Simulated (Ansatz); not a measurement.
Breaking a bond: ClLi, singlet.

Levels of theory: UKS-PBE = unrestricted PBE/cc-pVDZ run with Ansatz (a program for electronic structure); UCCSD(T) = CCSD(T) on UHF/cc-pVDZ, frozen core (Ansatz); RKS-PBE0 = restricted PBE0/cc-pVDZ in Ansatz.

Total energies in hartree (comparable only within one method and basis):

```tsv
R / Å	UKS-PBE	UCCSD(T)	RKS-PBE0
1.67	-467.53728	-467.14369	-467.58223
1.80	-467.56427	-467.17245	-467.60929
1.89	-467.57403	-467.18309	-467.61902
2.01	-467.57966	-467.18960	-467.62453
2.07	-467.58022	-467.19051	-467.62503
2.19	-467.57829	-467.18908	-467.62292
2.24	-467.57658	-467.18751	-467.62114
2.34	-467.57207	-467.18316	-467.61646
2.39	-467.56940	-467.18052	-467.61371
2.50	-467.56287	-467.17393	-467.60699
2.62	-467.55512	-467.16596	-467.59902
2.71	-467.54912	-467.15970	-467.59286
2.92	-467.53515	-467.14484	-467.57847
3.09	-467.52431	-467.13308	-467.56725
3.36	-467.50855	-467.11554	-467.55079
3.68	-467.49257	-467.09701	-467.53371
4.08	-467.47703	-467.07737	-467.51609
4.51	-467.46602	-467.06029	-467.50139
5.09	-467.45695	—	-467.48728
5.71	-467.45136	—	-467.47729
6.73	-467.44634	—	-467.46726
7.78	-467.44360	—	-467.46131
```

Dashes: no converged value, or the column stops at the first point that the program doubted or that broke a chosen test of continuity, which isn't proof of a fault.

The unrestricted determinant behind UKS-PBE is spin-contaminated at 4.08 to 7.78 Å (<S²> up to 0.6, against 0.00 for a pure singlet). The unrestricted determinant behind UCCSD(T) is spin-contaminated at 5.09 to 7.78 Å (<S²> up to 1.0, against 0.00 for a pure singlet). The restricted form behind RKS-PBE0 keeps the bonding electrons paired and can't separate into open-shell fragments.
